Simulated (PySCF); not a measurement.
Dipole moment and polarisability of `C=C(CF)CC(F)(F)F`

Species: C5H6F4.
Structure used (PBE0-D3(BJ)/def2-SVP), in Å, numbered top down from 1:
```xyz
15
C5H6F4 angstrom
C     -0.6416    1.6763    0.4957
C     -0.3661    0.3699    0.4840
C     -1.4213   -0.6599    0.7564
F     -0.9659   -1.5818    1.6723
C      1.0031   -0.1601    0.1518
C      1.1861   -0.4769   -1.3137
F      2.4029   -0.9762   -1.5474
F      0.2950   -1.3789   -1.7453
F      1.0468    0.6114   -2.0756
H     -1.6404    2.0446    0.7455
H      0.1168    2.4231    0.2463
H     -2.3343   -0.1859    1.1512
H     -1.6739   -1.2066   -0.1686
H      1.7807    0.5696    0.4168
H      1.1971   -1.0829    0.7176
```

Level: CAM-B3LYP/def2-SVPD (PySCF), static field, nuclei fixed, core orbitals frozen in the response. The polarisability tensor in these axes (au):

```
x   63.54 -3.28 -5.02
y   -3.28 72.18  1.03
z   -5.02  1.03 55.82
```

Problem. Diagonalise the tensor; give its mean and Δα, where Δα² is half the sum of the squared differences of the eigenvalues.

Solution. Principal values 53.33, 64.51 and 73.69 au; mean 63.84 au = 9.46 Å³ = 10.53 × 10⁻⁴⁰ C²·m²/J; Δα = 17.66 au (28 % of the mean).

Problem. What is the dipole moment, and where does it point?

Solution. (-0.87, 1.81, 0.94) D, 2.22 D in size, pointing from the negative to the positive side. Measured along this direction, the outermost atoms are F7 at the negative end and H10 at the positive end.

Problem. Along which axes do the principal values lie, and how far do the nuclei extend along each?

Solution. Largest value along (-0.37, 0.91, 0.16), where the nuclei span 4.63 Å; middle along (0.81, 0.40, -0.42), 4.66 Å; least along (0.45, 0.03, 0.89), 2.65 Å. 

Problem. Find the Langevin capture rate constant for H3O+ (19.018 u) meeting this molecule (142.041 u), k = 2.342 × 10⁻⁹ cm³/s × √(α in Å³ / reduced mass in u).

Solution. The reduced mass is 16.77 u, so k = 1.76 × 10⁻⁹ cm³/s. The formula leaves out the permanent dipole, which adds to the capture rate.

Problem. Rayleigh depolarisation ratio (linearly polarised light, static tensor)?

Solution. ρ = 3Δα²/(45ᾱ² + 4Δα²) = 936.1/(183425 + 1248.2) = 0.00507.

One conformer (not necessarily the lowest) at the PBE0-D3(BJ)/def2-SVP geometry, without solvent, vibrations or thermal averaging.

The run behind these numbers computed excited states as well. The run took 75 s on Intel Xeon Platinum 8259CL at 2.50 GHz, one thread, on a shared host, and the process peaked at 1.1 GiB of memory.
